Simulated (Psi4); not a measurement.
Psi4 input (wB97X-D/6-311+G**):

```
memory 1500 MB

molecule {
0 1
C     1.60886800   -1.15479900    0.59394900
N     0.98049800   -0.06112400   -0.12367800
B    -0.37323600    0.29639500   -0.17186800
C    -0.79036800    1.56391800   -1.02031600
C    -1.47096700   -0.52584500    0.62121100
H     2.33145000   -0.78879500    1.32927200
H     2.13308700   -1.83342600   -0.08536500
H     0.85428700   -1.72873000    1.12655100
H     1.63654400    0.50917200   -0.63591700
H    -1.34872400    2.27609200   -0.40372700
H     0.04808900    2.10131200   -1.47180000
H    -1.47233100    1.27516500   -1.82727900
H    -1.30240800   -1.60536800    0.62481000
H    -2.47397600   -0.34841600    0.22821600
H    -1.48852300   -0.21075500    1.67126600
symmetry c1
no_reorient
no_com
}

set {
  basis 6-311+G**
  reference rks
  scf_type df
  df_basis_scf def2-universal-jkfit
  dft_radial_points 99
  dft_spherical_points 590
  e_convergence 1e-8
  d_convergence 1e-7
  maxiter 150
}

e = energy('wb97x-d')
print_out(f'\nFINAL {e:.10f} DIPOLE {variable("CURRENT DIPOLE")[0]:.6f} {variable("CURRENT DIPOLE")[1]:.6f} {variable("CURRENT DIPOLE")[2]:.6f}\n')
```

Output:

```
   => Loading Basis Set <=

    Name: 6-311+G**
    Role: ORBITAL
    Keyword: BASIS
    atoms 1, 4-5 entry C          line   129 file 6-311pgss.gbs
    atoms 2      entry N          line   150 file 6-311pgss.gbs
    atoms 3      entry B          line   108 file 6-311pgss.gbs
    atoms 6-15   entry H          line    42 file 6-311pgss.gbs

   => WB97X-D: Empirical Dispersion <=

    Chai and Head-Gordon Dispersion Correction
    Chai, J.-D.; Head-Gordon, M. (2010), J. Chem. Phys., 132: 6615-6620

        s6 =       1.000000

         ---------------------------------------------------------
                                   SCF
               by Justin Turney, Rob Parrish, Andy Simmonett
                          and Daniel G. A. Smith
                              RKS Reference
         ---------------------------------------------------------

  ==> Geometry <==

    Molecular point group: c1
    Full point group: C1

    Geometry (in Angstrom), charge = 0, multiplicity = 1:

       Center              X                  Y                   Z               Mass
    ------------   -----------------  -----------------  -----------------  -----------------
         C            1.608868000000    -1.154799000000     0.593949000000    12.000000000000
         N            0.980498000000    -0.061124000000    -0.123678000000    14.003074004430
         B           -0.373236000000     0.296395000000    -0.171868000000    11.009305360000
         C           -0.790368000000     1.563918000000    -1.020316000000    12.000000000000
         C           -1.470967000000    -0.525845000000     0.621211000000    12.000000000000
         H            2.331450000000    -0.788795000000     1.329272000000     1.007825032230
         H            2.133087000000    -1.833426000000    -0.085365000000     1.007825032230
         H            0.854287000000    -1.728730000000     1.126551000000     1.007825032230
         H            1.636544000000     0.509172000000    -0.635917000000     1.007825032230
         H           -1.348724000000     2.276092000000    -0.403727000000     1.007825032230
         H            0.048089000000     2.101312000000    -1.471800000000     1.007825032230
         H           -1.472331000000     1.275165000000    -1.827279000000     1.007825032230
         H           -1.302408000000    -1.605368000000     0.624810000000     1.007825032230
         H           -2.473976000000    -0.348416000000     0.228216000000     1.007825032230
         H           -1.488523000000    -0.210755000000     1.671266000000     1.007825032230

  Running in c1 symmetry.

  Rotational constants: A =      0.23847  B =      0.11506  C =      0.08109 [cm^-1]
  Rotational constants: A =   7149.06708  B =   3449.43555  C =   2431.00575 [MHz]
  Nuclear repulsion =  170.295992695379340

  Charge       = 0
  Multiplicity = 1
  Electrons    = 40
  Nalpha       = 20
  Nbeta        = 20

  ==> Algorithm <==

  SCF Algorithm Type is DF.
  DIIS enabled.
  MOM disabled.
  Fractional occupation disabled.
  Guess Type is SAD.
  Energy threshold   = 1.00e-08
  Density threshold  = 1.00e-07
  Integral threshold = 1.00e-12

  ==> Primary Basis <==

  Basis Set: 6-311+G**
    Blend: 6-311+G**
    Number of shells: 90
    Number of basis functions: 170
    Number of Cartesian functions: 175
    Spherical Harmonics?: true
    Max angular momentum: 2

  ==> DFT Potential <==

   => LibXC <=

    Version 7.1.2
    S. Lehtola, C. Steigemann, M. J. T. Oliveira, and M. A. L. Marques,  SoftwareX 7, 1–5 (2018) (10.1016/j.softx.2017.11.002)

   => Composite Functional: WB97X-D <=

    wB97X-D Hyb-GGA Exchange-Correlation Functional

    J.-D. Chai and M. Head-Gordon,  Phys. Chem. Chem. Phys. 10, 6615–6620 (2008) (10.1039/B810189B)

    Deriv               =              1
    GGA                 =           TRUE
    Meta                =          FALSE

    Exchange Hybrid     =           TRUE
    MP2 Hybrid          =          FALSE

   => Exchange-Correlation Functionals <=

    1.0000   wB97X-D range-separated functional

   => Exact (HF) Exchange <=

    0.7780            HF,LR [omega = 0.2000]
    0.2220               HF

   => LibXC Density Thresholds  <==

    XC_HYB_GGA_XC_WB97X_D:  1.00E-14

   => Molecular Quadrature <=

    Radial Scheme          =       TREUTLER
    Pruning Scheme         =           NONE
    Nuclear Scheme         =       TREUTLER

    Blocking Scheme        =         OCTREE
    BS radius alpha        =              1
    Pruning alpha          =              1
    Radial Points          =             99
    Spherical Points       =            590
    Total Points           =         822337
    Total Blocks           =           5683
    Max Points             =            256
    Max Functions          =            170
    Weights Tolerance      =       1.00E-15

   => Loading Basis Set <=

    Name: DEF2-UNIVERSAL-JKFIT
    Role: JKFIT
    Keyword: DF_BASIS_SCF
    atoms 1, 4-5 entry C          line   198 file def2-universal-jkfit.gbs
    atoms 2      entry N          line   258 file def2-universal-jkfit.gbs
    atoms 3      entry B          line   138 file def2-universal-jkfit.gbs
    atoms 6-15   entry H          line    18 file def2-universal-jkfit.gbs

  ==> Integral Setup <==

  SCF_SUBTYPE=INCORE selected. In-core MEM_DF algorithm will be used.
  Using in-core AOs.

  ==> MemDFJK: Density-Fitted J/K Matrices <==

    J tasked:                   Yes
    K tasked:                   Yes
    wK tasked:                  Yes
    Omega:                2.000E-01
    Algorithm:                 Core
    Schwarz Cutoff:           1E-12
    Mask sparsity (%):       2.7958
    Fitting Condition:        1E-10

   => Auxiliary Basis Set <=

  Basis Set: DEF2-UNIVERSAL-JKFIT
    Blend: DEF2-UNIVERSAL-JKFIT
    Number of shells: 185
    Number of basis functions: 557
    Number of Cartesian functions: 649
    Spherical Harmonics?: true
    Max angular momentum: 4

  Cached 20.0% of DFT collocation blocks in 0.605 [GiB].

  Minimum eigenvalue in the overlap matrix is 3.6621514639E-04.
  Reciprocal condition number of the overlap matrix is 3.3963391927E-05.
    Using symmetric orthogonalization.

  ==> Pre-Iterations <==

  SCF Guess: Superposition of Atomic Densities via on-the-fly atomic UHF (no occupation information).

   -------------------------
    Irrep   Nso     Nmo
   -------------------------
     A        170     170
   -------------------------
    Total     170     170
   -------------------------

  ==> Iterations <==

                           Total Energy        Delta E     RMS |[F,P]|

   @DF-RKS iter SAD:  -199.02620597602746   -1.99026e+02   0.00000e+00
   @DF-RKS iter   1:  -199.50218016694325   -4.75974e-01   5.88885e-03 ADIIS/DIIS
   @DF-RKS iter   2:  -199.66759771103574   -1.65418e-01   4.91146e-03 ADIIS/DIIS
   @DF-RKS iter   3:  -199.99270586269191   -3.25108e-01   6.01924e-04 ADIIS/DIIS
   @DF-RKS iter   4:  -199.99656529005765   -3.85943e-03   2.32322e-04 ADIIS/DIIS
   @DF-RKS iter   5:  -199.99729496017164   -7.29670e-04   2.87310e-05 DIIS
   @DF-RKS iter   6:  -199.99731396325171   -1.90031e-05   9.36407e-06 DIIS
   @DF-RKS iter   7:  -199.99731547653627   -1.51328e-06   2.60508e-06 DIIS
   @DF-RKS iter   8:  -199.99731561807923   -1.41543e-07   6.36126e-07 DIIS
   @DF-RKS iter   9:  -199.99731562864665   -1.05674e-08   1.73051e-07 DIIS
   @DF-RKS iter  10:  -199.99731562921923   -5.72584e-10   3.77164e-08 DIIS
  Energy and wave function converged.

  ==> Post-Iterations <==

   Electrons on quadrature grid:
      Ntotal   =   40.0000013444 ; deviation = 1.344e-06

    Orbital Energies [Eh]
    ---------------------

    Doubly Occupied:

       1A    -14.421878     2A    -10.305396     3A    -10.239300
       4A    -10.238579     5A     -6.822317     6A     -0.987515
       7A     -0.798782     8A     -0.773457     9A     -0.754717
      10A     -0.605071    11A     -0.548239    12A     -0.520317
      13A     -0.502908    14A     -0.479312    15A     -0.464022
      16A     -0.454239    17A     -0.451553    18A     -0.421662
      19A     -0.377303    20A     -0.339538

    Virtual:

      21A      0.050201    22A      0.063061    23A      0.066094
      24A      0.080931    25A      0.101375    26A      0.109049
      27A      0.115271    28A      0.122469    29A      0.127471
      30A      0.135131    31A      0.142678    32A      0.152445
      33A      0.166012    34A      0.169636    35A      0.172018
      36A      0.191393    37A      0.199750    38A      0.208596
      39A      0.222920    40A      0.225936    41A      0.234924
      42A      0.248925    43A      0.268826    44A      0.281954
      45A      0.287548    46A      0.302178    47A      0.309875
      48A      0.319312    49A      0.335541    50A      0.346030
      51A      0.363249    52A      0.390671    53A      0.399793
      54A      0.438713    55A      0.463740    56A      0.480700
      57A      0.493002    58A      0.507392    59A      0.522270
      60A      0.546364    61A      0.555747    62A      0.566228
      63A      0.578898    64A      0.610337    65A      0.628757
      66A      0.642740    67A      0.672464    68A      0.688564
      69A      0.702233    70A      0.715221    71A      0.722624
      72A      0.752391    73A      0.766283    74A      0.775036
      75A      0.783654    76A      0.797950    77A      0.816803
      78A      0.849119    79A      0.907225    80A      0.923150
      81A      0.940002    82A      0.976710    83A      0.987799
      84A      1.054017    85A      1.079036    86A      1.142633
      87A      1.158560    88A      1.224421    89A      1.247016
      90A      1.307962    91A      1.348906    92A      1.378505
      93A      1.405972    94A      1.413156    95A      1.541248
      96A      1.550107    97A      1.570480    98A      1.573499
      99A      1.603605   100A      1.613454   101A      1.636242
     102A      1.686485   103A      1.688467   104A      1.704224
     105A      1.738813   106A      1.740127   107A      1.752529
     108A      1.766534   109A      1.811389   110A      1.837977
     111A      1.848629   112A      1.865693   113A      1.927814
     114A      1.930059   115A      1.956688   116A      2.044838
     117A      2.078834   118A      2.122796   119A      2.175744
     120A      2.185835   121A      2.203540   122A      2.233623
     123A      2.300006   124A      2.327731   125A      2.380925
     126A      2.391302   127A      2.442763   128A      2.463798
     129A      2.474348   130A      2.514609   131A      2.544773
     132A      2.560633   133A      2.563806   134A      2.575389
     135A      2.588943   136A      2.597304   137A      2.628675
     138A      2.639657   139A      2.670562   140A      2.675217
     141A      2.699431   142A      2.739117   143A      2.743280
     144A      2.752281   145A      2.758251   146A      2.816550
     147A      2.827735   148A      2.958790   149A      3.021714
     150A      3.038641   151A      3.082277   152A      3.138124
     153A      3.301278   154A      3.685261   155A      3.720033
     156A      3.805884   157A      3.840212   158A      3.892035
     159A      3.914788   160A      3.935788   161A      3.969145
     162A      4.040287   163A      4.078023   164A      4.831150
     165A      4.987760   166A     14.830812   167A     24.069247
     168A     24.130124   169A     24.177880   170A     35.727933

    Final Occupation by Irrep:
              A
    DOCC [    20 ]
    NA   [    20 ]
    NB   [    20 ]

  @DF-RKS Final Energy:  -199.99731562921923

   => Energetics <=

    Nuclear Repulsion Energy =            170.2959926953793399
    One-Electron Energy =                -605.3463299178663419
    Two-Electron Energy =                 256.1302919576357908
    DFT Exchange-Correlation Energy =     -21.0706382177987379
    Empirical Dispersion Energy =          -0.0066321465692764
    VV10 Nonlocal Energy =                  0.0000000000000000
    Total Energy =                       -199.9973156292192016

Computation Completed

Properties will be evaluated at   0.000000,   0.000000,   0.000000 [a0]

Properties computed using the SCF density matrix

 Multipole Moments:

 ------------------------------------------------------------------------------------
     Multipole            Electronic (a.u.)      Nuclear  (a.u.)        Total (a.u.)
 ------------------------------------------------------------------------------------

 L = 1.  Multiply by 2.5417464519 to convert [e a0] to [Debye]
 Dipole X            :          0.5219271           -0.0000019            0.5219252
 Dipole Y            :         -0.1506450            0.0000038           -0.1506412
 Dipole Z            :          0.0558557            0.0000094            0.0558651
 Magnitude           :                                                    0.5460948

 ------------------------------------------------------------------------------------

FINAL -199.9973156292 DIPOLE 0.521925 -0.150641 0.055865

*** Psi4 exiting successfully. Buy a developer a beer!
```

The geometry given is a B3LYP-D3(BJ)/def2-TZVP minimum.
